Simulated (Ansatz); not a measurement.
Total energies of ZnI2⁻ from Ansatz at r2SCAN-D4/def2-TZVPD, gas phase (1 Eh = 27.2114 eV = 2625.5 kJ/mol). The reference geometry is relaxed at r2SCAN-D4/def2-TZVPD.

```tsv
atom	x (Å)	y (Å)	z (Å)
Zn1	0.5641	0.6840	-0.0999
I2	1.0312	-1.1812	1.7201
I3	-1.5953	0.4971	-1.6202
```

```json
{"state": "charge -1 doublet", "geometry": "reference", "energy (Eh)": "-2375.20533"}
{"state": "charge 0 singlet", "geometry": "reference", "energy (Eh)": "-2375.11451"}
{"state": "charge -1 quartet", "geometry": "relaxed at r2SCAN-D4/def2-TZVPD", "energy (Eh)": "-2375.06085"}
```

In the def2 sets I takes a core potential; there is no spin–orbit coupling.

Question: Work out the vertical ionisation energy to the singlet.

Answer: E(charge 0 singlet) − E(charge -1 doublet) = -2375.11451 − (-2375.20533) = 0.09082 Eh = 2.47 eV. For comparison, −ε of the highest occupied level of the spin that leaves is 0.23 eV at this level, 2.24 eV less.

Question: Which of the charge -1 states is lowest, and how far above it are the others?

Answer: The doublet. quartet: -2375.06085 − (-2375.20533) = 0.14448 Eh = 379.3 kJ/mol. The quartet differs in its bonds from the reference.

At r2SCAN-D4/def2-TZVPD the highest occupied level of the charge -1 quartet lies above zero (up to 1.67 eV). It is a level of α spin, whose loss leaves a triplet; that state wasn't run at this geometry and level. The electron is either unbound and held by the finite basis, or the level is raised by self-interaction error. 

The structure comes from a short search, and lower isomers may exist.
